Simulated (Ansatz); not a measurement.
An input meant for `CCC(CC(CC(C)OC(C)=O)OC(C)=O)OC(C)=O` (charge 0, singlet).

```yaml
crystal:
  periodic: [false, false, false]
  atoms:
    - {symbol: C, position_ang: [-6.296041, -5.425113, 4.074858]}
    - {symbol: C, position_ang: [-5.310964, -2.235823, 4.470760]}
    - {symbol: C, position_ang: [-3.298900, -1.154110, 2.007906]}
    - {symbol: C, position_ang: [-2.332655, 2.053212, 2.364138]}
    - {symbol: C, position_ang: [0.056820, 2.940020, 0.162887]}
    - {symbol: C, position_ang: [3.175014, 1.926057, 1.019642]}
    - {symbol: C, position_ang: [4.275356, -0.636047, -0.889669]}
    - {symbol: C, position_ang: [5.336358, 0.322710, -3.910739]}
    - {symbol: O, position_ang: [6.749941, -2.077243, 0.553386]}
    - {symbol: C, position_ang: [6.073988, -3.963347, 2.758807]}
    - {symbol: C, position_ang: [8.813164, -5.447917, 3.919731]}
    - {symbol: O, position_ang: [3.582734, -4.410356, 3.650841]}
    - {symbol: O, position_ang: [0.015798, 6.126483, -0.125406]}
    - {symbol: C, position_ang: [-0.451795, 7.227477, -2.867636]}
    - {symbol: C, position_ang: [-0.584452, 10.545374, -2.788977]}
    - {symbol: O, position_ang: [-0.772306, 5.730201, -5.068853]}
    - {symbol: O, position_ang: [-4.954881, -1.290031, -0.740472]}
    - {symbol: C, position_ang: [-3.787229, -2.722318, -3.084433]}
    - {symbol: C, position_ang: [-5.629424, -2.205530, -5.797038]}
    - {symbol: O, position_ang: [-1.505570, -4.127357, -3.027857]}
    - {symbol: H, position_ang: [-4.376965, -6.929952, 3.981045]}
    - {symbol: H, position_ang: [-7.551514, -5.694339, 2.000839]}
    - {symbol: H, position_ang: [-7.729706, -6.146329, 5.909486]}
    - {symbol: H, position_ang: [-4.083544, -1.991183, 6.570040]}
    - {symbol: H, position_ang: [-7.250113, -0.749366, 4.618439]}
    - {symbol: H, position_ang: [-1.365994, -2.637151, 1.829174]}
    - {symbol: H, position_ang: [-1.550225, 2.426077, 4.647133]}
    - {symbol: H, position_ang: [-4.291816, 3.470661, 2.026727]}
    - {symbol: H, position_ang: [-0.528273, 2.067731, -2.037337]}
    - {symbol: H, position_ang: [4.705563, 3.816829, 0.819452]}
    - {symbol: H, position_ang: [3.190140, 1.236503, 3.356328]}
    - {symbol: H, position_ang: [2.504013, -2.296955, -1.119723]}
    - {symbol: H, position_ang: [3.558248, 1.507197, -5.084907]}
    - {symbol: H, position_ang: [5.984089, -1.603788, -5.252947]}
    - {symbol: H, position_ang: [7.254894, 1.818590, -3.718291]}
    - {symbol: H, position_ang: [10.601329, -3.827545, 4.244146]}
    - {symbol: H, position_ang: [8.304227, -6.595135, 5.998021]}
    - {symbol: H, position_ang: [9.606171, -7.072171, 2.281000]}
    - {symbol: H, position_ang: [-0.075762, 11.432035, -4.992471]}
    - {symbol: H, position_ang: [0.927740, 11.449998, -1.112455]}
    - {symbol: H, position_ang: [-2.848397, 11.231882, -2.187833]}
    - {symbol: H, position_ang: [-7.983145, -1.933595, -5.247376]}
    - {symbol: H, position_ang: [-4.858607, -0.131643, -6.836208]}
    - {symbol: H, position_ang: [-5.297310, -4.024715, -7.374224]}
basis:
  gaussian: {orbitals: def2-TZVP, fitting: {mean_field: def2-universal-jkfit}}
hamiltonian: {xc: {name: PBE0}, dispersion: d4}
scf: {lower_state_search: light}
output: {forces: true}
```

```sh
$ ansatz run in.yaml --threads 2 --pin off --events-out ev --progress --plain --max-ram 32768MiB --backend cuda --devices 0, --max-vram 18GiB
```

It prints (some lines left out):

```
Functional definition: PBE0
1944 factors; integrals over basis functions are off by at most 1.2e0 eV
mean field evaluation 1: about -26752.4928 eV, gradient 2.3e2 eV
mean field evaluation 2: about -23556.2643 eV, gradient 5.7e2 eV
mean field evaluation 4: about -25023.4058 eV, gradient 4.1e2 eV
mean field evaluation 8: about -26940.6456 eV, gradient 2.3e1 eV
mean field evaluation 16: about -26945.1188 eV, gradient 5.9e-2 eV
mean field evaluation 32: about -26945.2444 eV, gradient 8.9e-3 eV
mean field evaluation 64: about -26930.7562 eV, gradient 4.6e1 eV
mean field evaluation 96: about -26945.2145 eV, gradient 2.1e0 eV
mean field evaluation 128: about -26941.0857 eV, gradient 1.1e1 eV
mean field evaluation 160: about -26945.1496 eV, gradient 3.1e0 eV
mean field -26945.24440112 eV, -990.2194675985 hartree, gradient 2.2e-6 eV, S^2 0.000000; 10 other end points of the search recorded, 0 dependent functions left out
reference -26945.24455769 eV, -990.2194733525 hartree; 78, 78 occupied and 686, 686 virtual orbitals, 1944 factors
Total energy: -26945.67123884 eV, -990.2351535954 hartree
Atom 0 force    -0.600414    -1.996795    -0.344712 eV/Å
Atom 1 force    -0.560407     1.489158     1.863849 eV/Å
Atom 2 force     1.280337    -1.473945    -1.068698 eV/Å
Atom 3 force    -1.050738     1.517100     1.691830 eV/Å
Atom 4 force    -0.533901     0.161924    -2.258316 eV/Å
Atom 5 force     1.273393     0.999115     1.819055 eV/Å
Atom 6 force    -1.302423    -1.350862    -0.489805 eV/Å
Atom 7 force     0.459114     0.341284    -1.369691 eV/Å
Atom 8 force    -0.651391    -0.521600     0.638949 eV/Å
Atom 9 force    -1.767570     0.094777     0.145530 eV/Å
Atom 10 force     1.336929    -0.800737     0.518063 eV/Å
Atom 11 force     2.507216     0.442066    -0.879142 eV/Å
Atom 12 force    -0.219238    -0.632458    -1.251652 eV/Å
Atom 13 force    -0.060712    -1.068211    -0.426276 eV/Å
Atom 14 force    -0.185283     1.407130     0.101911 eV/Å
Atom 15 force     0.266224     1.213947     1.822391 eV/Å
Atom 16 force     1.182546    -0.663412    -0.199328 eV/Å
Atom 17 force     0.886335    -0.312293     0.642298 eV/Å
Atom 18 force    -0.711171     0.382057    -1.166601 eV/Å
Atom 19 force    -1.859447     1.163853    -0.025868 eV/Å
Atom 20 force    -1.592183     1.307402     0.085174 eV/Å
Atom 21 force     1.083825     0.273763     1.773122 eV/Å
Atom 22 force     1.212953     0.658601    -1.521802 eV/Å
Atom 23 force    -1.258692    -0.170603    -1.990065 eV/Å
Atom 24 force     1.886829    -1.414128    -0.039369 eV/Å
Atom 25 force    -1.954423     1.467274     0.118286 eV/Å
Atom 26 force    -0.850499    -0.300511    -2.201112 eV/Å
Atom 27 force     1.940189    -1.340720     0.435190 eV/Å
Atom 28 force     0.595494     0.936537     2.204820 eV/Å
Atom 29 force    -1.451662    -1.860333     0.298036 eV/Å
Atom 30 force     0.072896     0.735034    -2.268372 eV/Å
Atom 31 force     1.804489     1.623636     0.193716 eV/Å
Atom 32 force     1.525515    -1.022971     1.034271 eV/Å
Atom 33 force    -0.565525     1.693378     1.177017 eV/Å
Atom 34 force    -1.667370    -1.300106    -0.146813 eV/Å
Atom 35 force    -1.569333    -1.376337    -0.274415 eV/Å
Atom 36 force     0.438763     1.013898    -1.818153 eV/Å
Atom 37 force    -0.712088     1.401552     1.399464 eV/Å
Atom 38 force    -0.429925    -0.799514     1.922239 eV/Å
Atom 39 force    -1.315297    -0.811452    -1.483170 eV/Å
Atom 40 force     1.965999    -0.620695    -0.525929 eV/Å
Atom 41 force     2.078469    -0.259690    -0.464206 eV/Å
Atom 42 force    -0.646671    -1.795141     0.921314 eV/Å
Atom 43 force    -0.281151     1.569028     1.406969 eV/Å
Dipole moment:    -0.581062    -0.200151     0.862731 e Å
```

In this input the geometry is stretched to more than twice its size. Self-consistency was reached. The result belongs to that input, not to the species as meant.
